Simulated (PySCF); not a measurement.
SMILES [Al]([S][Si](C)(C)C)([OH])[OH] (C3H11AlO2SSi), GFN2-xTB optimised geometry.

```
19

Si    -0.27    -0.69     0.00
C     -0.94    -1.69     1.48
C     -0.95     1.09     0.00
C      1.64    -0.69     0.00
S     -1.08    -1.73    -1.75
Al    -0.60    -0.25    -3.29
O      0.87     0.50    -3.19
O     -1.67     0.03    -4.51
H     -2.03    -1.74     1.46
H     -0.65    -1.23     2.42
H     -0.57    -2.70     1.46
H     -2.03     1.10     0.16
H     -0.50     1.70     0.77
H     -0.76     1.56    -0.97
H      2.03    -1.70     0.01
H      2.02    -0.20    -0.89
H      2.03    -0.18     0.87
H      1.63     0.99    -3.48
H     -2.47    -0.02    -5.01
```

Density from B3LYP/def2-SVP (PySCF) at that geometry.

Minimum of the electron density along straight lines between bonded atoms, close to the bond critical point (lines longer than 1.1 times the sum of covalent radii, or with two minima, are not listed):

```csv
bond,length / Å,ρ at the minimum / e bohr⁻³,∇²ρ there / e bohr⁻⁵,position (fraction from the first atom)
Si1–C2,1.902,0.112,0.32,0.38
Si1–C3,1.908,0.111,0.31,0.38
Si1–C4,1.905,0.112,0.31,0.38
Si1–S5,2.186,0.086,0.13,0.36
S5–Al6,2.194,0.068,0.23,0.63
Al6–O7,1.651,0.104,1.03,0.43
Al6–O8,1.648,0.104,1.04,0.43
C2–H9,1.085,0.273,-0.99,0.63
C2–H10,1.085,0.273,-0.97,0.62
C2–H11,1.085,0.273,-0.98,0.62
C3–H12,1.086,0.273,-0.98,0.62
C3–H13,1.085,0.273,-0.98,0.62
C3–H14,1.090,0.270,-0.94,0.62
C4–H15,1.086,0.273,-0.98,0.62
C4–H16,1.085,0.274,-1.00,0.63
C4–H17,1.086,0.272,-0.96,0.62
O7–H18,0.946,0.360,-2.54,0.82
O8–H19,0.945,0.361,-2.59,0.82
```
